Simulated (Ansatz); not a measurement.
Consider the atomization: `B1OBOBO1` → 3 B• + 3 H• + 3 O•.

Program: Ansatz. Geometries: PBE0-D4/def2-TZVP. ΔE: electronic, gas phase. CBS: MP2 limit from def2 TZ/QZ plus the TZ coupled-cluster correction, frozen cores. This one scheme is used for every species, atoms too. Functionals use def2-TZVPP. HSE06 is defined as in plane-wave codes. No spin–orbit coupling; open shells (•) take unrestricted orbitals. Spin–orbit coupling would lower the free atoms: a little for B, O.

| level | ΔE (eV) | difference from CCSD(T)/CBS |
| --- | --- | --- |
| revPBE-D4 | 45.02 | -0.22 |
| r2SCAN-D4 | 45.87 | 0.63 |
| r2SCAN0-D4 | 44.97 | -0.27 |
| ωB97X-V | 45.43 | 0.19 |
| B2PLYP | 45.21 | -0.03 |
| PBE-QIDH | 45.34 | 0.10 |
| BLYP | 45.09 | -0.15 |
| r2SCANh | 45.46 | 0.22 |
| r2SCAN0 | 44.92 | -0.32 |
| HSE06 | 45.40 | 0.16 |
| CCSD(T)/def2-SVP | 43.63 | -1.61 |
| HF/def2-TZVPP | 34.84 | -10.40 |
| CCSD/def2-TZVPP | 43.45 | -1.79 |
| MP2/def2-QZVPP | 46.56 | 1.32 |
| SCS-MP2/def2-QZVPP | 45.86 | 0.62 |
| MP2/CBS(def2) | 47.00 | 1.76 |
| CCSD(T)/CBS | 45.24 | 0 |

Largest T1 diagnostic among the species: 0.015.

The D4 term adds +0.30 eV with B3LYP and +0.15 eV with PBE0; it sums over pairs of atoms, weighted by their polarisabilities, and B3LYP, whose exchange is more repulsive, gets the larger term. From PBE to PBE0 (25 % exact exchange), in def2-TZVPP and without D4, ΔE moves by −0.93 eV: exact exchange takes away binding that semilocal exchange gives to molecules.

B3LYP here is the variant with VWN-RPA as its local correlation; programs differ in this.

For atomizations the MP2-based limit and the directly extrapolated one differ by several kJ/mol either way, and by 10 to 25 for some Ge, Se and Sn compounds, so smaller differences from it don't rank the levels.
